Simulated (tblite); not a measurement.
Parent: `[CH2:1]1[SiH2:2][NH:3][SiH2:4][SiH2:5]1` with Si5–C1–Si2–N3 -20°, C1–Si2–N3–Si4 17°, Si2–N3–Si4–Si5 -6°, N3–Si4–Si5–C1 -7°, CH9NSi3.

Structures optimised with GFN2-xTB, isolated species. One conformer each, not checked by frequencies here.

```
coordinate of the parent    value
                  C1–Si2  1.902 Å
                  Si2–N3  1.733 Å
                  N3–Si4  1.742 Å
                 Si4–Si5  2.303 Å
                  C1–Si5  1.913 Å
              Si2–C1–Si5   110.3°
               C1–Si2–N3   103.3°
              Si2–N3–Si4   125.8°
              N3–Si4–Si5    96.0°
              C1–Si5–Si4   100.7°
```

Q: How does the shared frame change in `[O:1]=[CH:2][NH:3][Si@@H:4]1[NH:5][SiH2:6][CH2:7][SiH2:8]1` with O1–C2–N3–Si4 0°, C2–N3–Si4–N5 174°, N3–Si4–N5–Si6 -140°, Si4–N5–Si6–C7 29°, N5–Si6–C7–Si8 -23°, Si6–C7–Si8–Si4 12°, C2H10N2OSi3? Atoms pair as C1 = C7, Si2 = Si6, N3 = N5, Si4 = Si4, Si5 = Si8 (parent first).

A: 
| parent | relative | value in the relative | change |
| --- | --- | --- | --- |
| C1–Si2 | C7–Si6 | 1.901 Å | -0.001 |
| Si2–N3 | Si6–N5 | 1.734 Å | +0.001 |
| N3–Si4 | N5–Si4 | 1.739 Å | -0.003 |
| Si4–Si5 | Si4–Si8 | 2.300 Å | -0.003 |
| C1–Si5 | C7–Si8 | 1.921 Å | +0.008 |
| Si2–C1–Si5 | Si6–C7–Si8 | 110.8° | +0.5 |
| C1–Si2–N3 | C7–Si6–N5 | 103.3° | 0.0 |
| Si2–N3–Si4 | Si6–N5–Si4 | 122.4° | -3.4 |
| N3–Si4–Si5 | N5–Si4–Si8 | 97.6° | +1.6 |
| C1–Si5–Si4 | C7–Si8–Si4 | 99.5° | -1.2 |

Of the parent's bonds, C1–Si5 changes most (+0.008 Å). Bonds of the relative outside the shared frame: O1=C2 1.213, C2–N3 1.328, N3–Si4 1.772 Å. Point group C1 → C1.

Q: How does the shared frame change in `[CH3:1][CH:2]([CH3:3])[O:4][Si@@H:5]1[NH:6][SiH2:7][CH2:8][SiH2:9]1` with C1–C2–O4–Si5 -144°, C2–O4–Si5–N6 55°, O4–Si5–N6–Si7 -127°, Si5–N6–Si7–C8 -11°, N6–Si7–C8–Si9 20°, Si7–C8–Si9–Si5 -20°, C4H15NOSi3? Atoms pair as C1 = C8, Si2 = Si7, N3 = N6, Si4 = Si5, Si5 = Si9 (parent first).

A: 
| parent | relative | value in the relative | change |
| --- | --- | --- | --- |
| C1–Si2 | C8–Si7 | 1.903 Å | +0.001 |
| Si2–N3 | Si7–N6 | 1.730 Å | -0.003 |
| N3–Si4 | N6–Si5 | 1.749 Å | +0.007 |
| Si4–Si5 | Si5–Si9 | 2.299 Å | -0.004 |
| C1–Si5 | C8–Si9 | 1.913 Å | 0.000 |
| Si2–C1–Si5 | Si7–C8–Si9 | 110.0° | -0.3 |
| C1–Si2–N3 | C8–Si7–N6 | 103.4° | +0.1 |
| Si2–N3–Si4 | Si7–N6–Si5 | 126.3° | +0.5 |
| N3–Si4–Si5 | N6–Si5–Si9 | 95.5° | -0.5 |
| C1–Si5–Si4 | C8–Si9–Si5 | 100.6° | -0.1 |

Of the parent's bonds, N3–Si4 changes most (+0.007 Å). Bonds of the relative outside the shared frame: C1–C2 1.527, C2–C3 1.526, C2–O4 1.404, O4–Si5 1.625 Å. Point group C1 → C1.

Q: How does the shared frame change in `[CH2:1]=[C:2]([CH3:3])[Si@@H:4]1[NH:5][SiH2:6][CH2:7][SiH2:8]1` with C1–C2–Si4–N5 -131°, C2–Si4–N5–Si6 -113°, Si4–N5–Si6–C7 -17°, N5–Si6–C7–Si8 20°, Si6–C7–Si8–Si4 -16°, C4H13NSi3? Atoms pair as C1 = C7, Si2 = Si6, N3 = N5, Si4 = Si4, Si5 = Si8 (parent first).

A: 
| parent | relative | value in the relative | change |
| --- | --- | --- | --- |
| C1–Si2 | C7–Si6 | 1.901 Å | -0.001 |
| Si2–N3 | Si6–N5 | 1.732 Å | -0.001 |
| N3–Si4 | N5–Si4 | 1.748 Å | +0.006 |
| Si4–Si5 | Si4–Si8 | 2.308 Å | +0.005 |
| C1–Si5 | C7–Si8 | 1.912 Å | -0.001 |
| Si2–C1–Si5 | Si6–C7–Si8 | 110.8° | +0.5 |
| C1–Si2–N3 | C7–Si6–N5 | 103.3° | 0.0 |
| Si2–N3–Si4 | Si6–N5–Si4 | 125.6° | -0.2 |
| N3–Si4–Si5 | N5–Si4–Si8 | 96.2° | +0.2 |
| C1–Si5–Si4 | C7–Si8–Si4 | 100.4° | -0.3 |

Of the parent's bonds, N3–Si4 and Si4–Si5 change most and about equally (+0.005 to +0.006 Å). Bonds of the relative outside the shared frame: C1=C2 1.325, C2–C3 1.499, C2–Si4 1.896 Å. Point group C1 → C1.

The numbers are calculated, not measured.
